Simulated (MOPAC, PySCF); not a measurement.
H2ClFSi, SMILES `F[SiH2]Cl`, neutral singlet in the gas phase. 

Z-matrix (Å, degrees):
```
Si
F 1 1.5894
H 1 1.4753 2 108.29
H 1 1.4753 3 113.62 2 -120.36
Cl 1 2.0357 3 108.85 4 -121.46
```
Charge 0, multiplicity 1.

All levels are single points at this geometry (PBE0-D4/def2-TZVP); Pople sets use spherical d functions. Orbital energies aren't observables, and empty levels follow the basis.

| level | HOMO (eV) | LUMO (eV) | gap (eV) | dipole (D) | vertical IE, Delta-SCF (eV) |
|---|---|---|---|---|---|
| PBE0-D4/def2-TZVP in PySCF | -9.27 | 0.05 | 9.33 | 1.32 | 11.71 |
| B3LYP/3-21G in PySCF | -9.00 | 0.20 | 9.20 | 2.16 | – |
| B3LYP/6-31G* in PySCF | -8.92 | 0.19 | 9.11 | 1.56 | 11.64 |
| B3LYP/LANL2DZ in PySCF | -9.18 | -0.10 | 9.08 | 2.44 | – |
| PBE/6-31G* in PySCF | -7.76 | -0.47 | 7.29 | 1.45 | 11.24 |
| SVWN5/6-31G* in PySCF | -7.80 | -0.70 | 7.11 | 1.49 | 11.31 |
| HF/3-21G in PySCF | -12.75 | 3.67 | 16.42 | 2.64 | – |
| HF/6-31G* in PySCF | -12.61 | 3.60 | 16.20 | 1.85 | 11.34 |
| HF/STO-3G in PySCF | -10.36 | 9.61 | 19.97 | 2.65 | – |
| AM1 in MOPAC | -11.56 | -0.49 | 11.06 | 1.83 | – |
| PM3 in MOPAC | -10.24 | -0.23 | 10.01 | 2.20 | – |
| PM6 in MOPAC | -11.12 | -0.34 | 10.78 | 1.42 | – |
| PM7 in MOPAC | -11.81 | -0.79 | 11.02 | 2.19 | – |
